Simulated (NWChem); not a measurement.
Molecule: pyrimidine (C$_{4}$H$_{4}$N$_{2}$); SMILES c1cncnc1

```xyz
10

C     -1.3567    -0.0119     0.0000
C     -0.6067    -1.1973     0.0000
N      0.7362    -1.1968     0.0000
C      1.3221     0.0116     0.0000
N      0.7151     1.2096     0.0000
C     -0.6276     1.1865     0.0000
H     -2.4567    -0.0215     0.0000
H     -1.1039    -2.1846     0.0000
H      2.4280     0.0213     0.0000
H     -1.1420     2.1649     0.0000
```
Atoms are numbered in this order, from 1.

Level: PBE-D3(BJ)/def2-SVP (NWChem), optimised geometry, unscaled harmonic frequencies. 

Task: List the harmonic frequencies with IR intensities, and the thermochemistry.

Result: 
| frequency (cm⁻¹) | IR intensity (km/mol) |
|---|---|
| 317 | 2.8 |
| 389 | 0.0 |
| 609 | 10.9 |
| 677 | 4.2 |
| 720 | 31.2 |
| 800 | 1.8 |
| 951 | 0.1 |
| 963 | 0.0 |
| 985 | 6.0 |
| 990 | 0.0 |
| 1054 | 1.0 |
| 1058 | 3.9 |
| 1135 | 1.4 |
| 1203 | 9.7 |
| 1282 | 1.3 |
| 1337 | 0.1 |
| 1401 | 48.2 |
| 1444 | 5.5 |
| 1576 | 73.2 |
| 1583 | 48.5 |
| 3076 | 21.1 |
| 3078 | 22.7 |
| 3084 | 11.8 |
| 3138 | 6.4 |

The zero-point energy is 46.9 kcal/mol, the thermal correction to the enthalpy at 298.15 K (with zero-point energy) is 50.2 kcal/mol and the heat capacity Cv is 15.7 cal/(mol K). The entropy at 298.15 K and 1 atm (symmetry number 2) is 67.4 cal/(mol K) and the dipole moment is 2.19 D.

Rigid rotor and harmonic oscillator.
